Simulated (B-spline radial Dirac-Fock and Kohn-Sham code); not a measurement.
## Two-hole binding energies of Rh

System: the free rhodium atom, [Kr] 4d8 5s1.

Level of theory: Dirac-Fock energy differences between relaxed states, corrected for Breit and QED terms; a B-spline atomic structure program. U is the two-hole binding energy less the two single-hole energies, the effective repulsion of the holes after relaxation. Each two-hole energy is an average over J within one jj subconfiguration.

| holes | E(a) (eV) | E(b) (eV) | E(ab) (eV) | U (eV) |
| --- | --- | --- | --- | --- |
| 1s⁻¹ 2p1/2⁻¹ | 23228.0 | 3156.2 | 26574.1 | 189.9 |
| 1s⁻¹ 2p3/2⁻¹ | 23228.0 | 3013.7 | ? | ? |
| 1s⁻¹ 3p1/2⁻¹ | 23228.0 | 532.9 | 23813.4 | 52.5 |
| 2s⁻² | 3426.9 | 3426.9 | 6962.5 | 108.7 |
| 2s⁻¹ 2p1/2⁻¹ | 3426.9 | 3156.2 | 6683.8 | 100.6 |
| 2s⁻¹ 2p3/2⁻¹ | 3426.9 | 3013.7 | 6539.0 | 98.4 |
| 2p1/2⁻² | 3156.2 | 3156.2 | 6448.1 | 135.6 |
| 2p3/2⁻² | 3013.7 | 3013.7 | 6149.8 | 122.4 |
| 2s⁻¹ 3p1/2⁻¹ | 3426.9 | 532.9 | 4003.7 | 43.9 |
| 2p1/2⁻¹ 3s⁻¹ | 3156.2 | 639.2 | 3838.4 | 43.0 |
| 2p3/2⁻¹ 3s⁻¹ | 3013.7 | 639.2 | 3695.7 | 42.8 |
| 2p3/2⁻¹ 3p1/2⁻¹ | 3013.7 | 532.9 | 3591.9 | 45.3 |
| 3p1/2⁻² | 532.9 | 532.9 | 1102.0 | 36.3 |
| 3p3/2⁻² | 507.7 | 507.7 | 1048.6 | 33.2 |

Question: Give the missing two-hole energy and U.

Answer: E(ab) = 26418.7 eV and U = 177.0 eV.

Values without a named source are computed, but for edge energies of neutral atoms, which are taken from tables.
